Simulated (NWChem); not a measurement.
System: CH$_{4}$BFO$_{2}$; SMILES OB(O)CF

Input file for NWChem:

```
start job
memory heap 200 mb stack 700 mb global 900 mb
geometry units angstroms noautoz
  O      1.375772    -0.581373     0.000000
  B      0.025443    -0.598595     0.000000
  O     -0.603799    -1.801939     0.000000
  C     -0.750638     0.795132     0.000000
  F      0.171933     1.833168     0.000000
  H      1.684922     0.333603     0.000000
  H     -1.562113    -1.742938     0.000000
  H     -1.401040     0.905590    -0.887314
  H     -1.401040     0.905590     0.887314
end
basis spherical
  O library def2-svp
  B library def2-svp
  C library def2-svp
  F library def2-svp
  H library def2-svp
end
dft
  xc b3lyp
  grid xcoarse
  iterations 150
  mulliken
end
task dft gradient
```

Output (shortened):

```
             Northwest Computational Chemistry Package (NWChem) 7.3.0
             --------------------------------------------------------

 CS  symmetry detected

                             Geometry "geometry" -> ""
                             -------------------------

 Output coordinates in angstroms (scale by  1.889725989 to convert to a.u.)

  No.       Tag          Charge          X              Y              Z
 ---- ---------------- ---------- -------------- -------------- --------------
    1 O                    8.0000     1.38449180    -0.50705794     0.00000000
    2 B                    5.0000     0.03647021    -0.58782184     0.00000000
    3 O                    8.0000    -0.53543202    -1.81945089     0.00000000
    4 C                    6.0000    -0.80435431     0.76782959     0.00000000
    5 F                    9.0000     0.06833295     1.84814109     0.00000000
    6 H                    1.0000     1.65023052     0.42145578     0.00000000
    7 H                    1.0000    -1.49546101    -1.80562383     0.00000000
    8 H                    1.0000    -1.45923472     0.84755025    -0.88731400
    9 H                    1.0000    -1.45923472     0.84755025     0.88731400

 Effective nuclear repulsion energy (a.u.)     169.7946186668

      Symmetry information
      --------------------

 Group name             Cs
 Group number              2
 Group order               2
 No. of unique centers     8

                                 NWChem DFT Module
                                 -----------------

 Summary of "ao basis" -> "ao basis" (spherical)
 ------------------------------------------------------------------------------
       Tag                 Description            Shells   Functions and Types
 ---------------- ------------------------------  ------  ---------------------
 O                          def2-svp                 6       14   3s2p1d
 B                          def2-svp                 6       14   3s2p1d
 C                          def2-svp                 6       14   3s2p1d
 F                          def2-svp                 6       14   3s2p1d
 H                          def2-svp                 3        5   2s1p

      Symmetry analysis of basis
      --------------------------

        a'         63
        a"         27

            General Information
            -------------------
          SCF calculation type: DFT
          Wavefunction type:  closed shell.
          No. of atoms     :     9
          No. of electrons :    40
           Alpha electrons :    20
            Beta electrons :    20
          Charge           :     0
          Spin multiplicity:     1
          Use of symmetry is: on ; symmetry adaption is: on
          Maximum number of iterations: 150
          AO basis - number of functions:    90
                     number of shells:    42
          Convergence on energy requested:  1.00D-06
          Convergence on density requested:  1.00D-05
          Convergence on gradient requested:  5.00D-04

              XC Information
              --------------
                         B3LYP Method XC Potential
                     Hartree-Fock (Exact) Exchange  0.200
                        Slater Exchange Functional  0.800 local
                    Becke 1988 Exchange Functional  0.720 non-local
              Lee-Yang-Parr Correlation Functional  0.810
                  VWN I RPA Correlation Functional  0.190 local

             Grid Information
             ----------------
          Grid used for XC integration:  xcoarse
          Radial quadrature: Mura-Knowles
          Angular quadrature: Lebedev.
          Tag              B.-S. Rad. Rad. Pts. Rad. Cut. Ang. Pts.
          ---              ---------- --------- --------- ---------
          O                   0.60       21           8.0       194
          B                   0.85       21           7.0       194
          C                   0.70       21           8.0       194
          F                   0.50       21          10.0       194
          H                   0.35       21          10.0       194
          Grid pruning is: on
          Number of quadrature shells:   168
          Spatial weights used:  Erf1

      Superposition of Atomic Density Guess
      -------------------------------------

 Sum of atomic energies:        -312.80074033

      Non-variational initial energy
      ------------------------------

 Total energy =    -314.800623
 1-e energy   =    -766.704055
 2-e energy   =     282.108813
 HOMO         =      -0.367821
 LUMO         =       0.079889

      Symmetry analysis of molecular orbitals - initial
      -------------------------------------------------

  Numbering of irreducible representations:

     1 a'          2 a"

  Orbital symmetries:

     1 a'          2 a'          3 a'          4 a'          5 a'
     6 a'          7 a'          8 a'          9 a'         10 a'
    11 a'         12 a'         13 a"         14 a'         15 a'
    16 a'         17 a"         18 a"         19 a"         20 a'
    21 a'         22 a"         23 a'         24 a'         25 a'
    26 a"         27 a'         28 a'         29 a'         30 a'

     ---------------------------------------------
      Total Density - Mulliken Population Analysis
     ---------------------------------------------

    Atom       Charge   Shell Charges
 -----------   ------   -------------------------------------------------------
    1 O    8     8.51   1.99  1.11  0.56  3.09  1.76  0.01
    2 B    5     4.59   1.99  0.84  0.13  1.22  0.23  0.19
    3 O    8     8.51   1.99  1.10  0.56  3.09  1.77  0.01
    4 C    6     5.80   1.99  0.93  0.23  1.78  0.82  0.05
    5 F    9     9.45   1.99  1.14  0.79  3.45  2.08  0.00
    6 H    1     0.66   0.52  0.07  0.06
    7 H    1     0.66   0.53  0.06  0.06
    8 H    1     0.91   0.68  0.21  0.02
    9 H    1     0.91   0.68  0.21  0.02

   convergence    iter        energy       DeltaE   RMS-Dens  Diis-err
 ---------------- ----- ----------------- --------- --------- ---------
 d= 0,ls=0.0,diis     1   -315.4085770791 -4.85D+02  1.46D-02  9.95D-01
 d= 0,ls=0.0,diis     2   -315.3471315450  6.14D-02  7.84D-03  1.89D+00
 d= 0,ls=0.0,diis     3   -315.5215904754 -1.74D-01  9.53D-04  2.53D-02
 d= 0,ls=0.0,diis     4   -315.5237260116 -2.14D-03  3.18D-04  1.65D-03
 d= 0,ls=0.0,diis     5   -315.5238301915 -1.04D-04  1.29D-04  5.18D-04
  Resetting Diis
 d= 0,ls=0.0,diis     6   -315.5238788505 -4.87D-05  2.59D-05  1.08D-05
 d= 0,ls=0.0,diis     7   -315.5238798543 -1.00D-06  1.52D-05  1.19D-06
 d= 0,ls=0.0,diis     8   -315.5238797958  5.86D-08  8.23D-06  1.82D-06

         Total DFT energy =     -315.523879795792
      One electron energy =     -770.925343482972
           Coulomb energy =      324.340450374444
    Exchange-Corr. energy =      -38.733605354069
 Nuclear repulsion energy =      169.794618666804

 Numeric. integr. density =       40.001356468950

                  Occupations of the irreducible representations
                  ----------------------------------------------

                     irrep           alpha         beta
                     --------     --------     --------
                     a'               16.0         16.0
                     a"                4.0          4.0

                       DFT Final Molecular Orbital Analysis
                       ------------------------------------

 Vector   18  Occ=2.000000D+00  E=-3.478841D-01  Symmetry=a"
              MO Center= -4.1D-01,  1.1D+00,  2.5D-16, r^2= 2.2D+00
   Bfn.  Coefficient  Atom+Function         Bfn.  Coefficient  Atom+Function
  ----- ------------  ---------------      ----- ------------  ---------------
    62      0.484355  5 F  pz                65     -0.347561  5 F  pz
    48      0.287274  4 C  pz                81     -0.257020  8 H  s
    86      0.257020  9 H  s                  6     -0.173949  1 O  pz
    82     -0.156024  8 H  s                 87      0.156024  9 H  s
     9     -0.125421  1 O  pz                34     -0.101446  3 O  pz

 Vector   19  Occ=2.000000D+00  E=-3.237877D-01  Symmetry=a"
              MO Center=  4.5D-01, -1.1D+00, -5.1D-18, r^2= 2.0D+00
   Bfn.  Coefficient  Atom+Function         Bfn.  Coefficient  Atom+Function
  ----- ------------  ---------------      ----- ------------  ---------------
     6      0.464205  1 O  pz                34     -0.445008  3 O  pz
     9      0.342396  1 O  pz                37     -0.333161  3 O  pz
    62      0.066622  5 F  pz                65     -0.045913  5 F  pz
    27     -0.040110  2 B  d  1              51      0.033589  4 C  pz
    25      0.026651  2 B  d -1              48      0.026527  4 C  pz

[...]

                         DFT ENERGY GRADIENTS

    atom               coordinates                        gradient
                 x          y          z           x          y          z
   1 O       2.616310  -0.958201   0.000000    0.000643   0.001456   0.000000
   2 B       0.068919  -1.110822   0.000000   -0.000693   0.001935   0.000000
   3 O      -1.011820  -3.438264   0.000000   -0.001847   0.000025   0.000000
   4 C      -1.520009   1.450988   0.000000    0.003769   0.002380   0.000000
   5 F       0.129131   3.492480   0.000000   -0.003528  -0.004398   0.000000
   6 H       3.118484   0.796436   0.000000   -0.001619  -0.002190   0.000000
   7 H      -2.826012  -3.412134   0.000000    0.002684   0.000830   0.000000
   8 H      -2.757554   1.601638  -1.676780    0.000296  -0.000019  -0.000007
   9 H      -2.757554   1.601638   1.676780    0.000296  -0.000019   0.000007
```

Level: B3LYP/def2-SVP. The geometry was optimised at PBE0/def2-SVP. B3LYP is NWChem's, with the RPA form of VWN correlation.
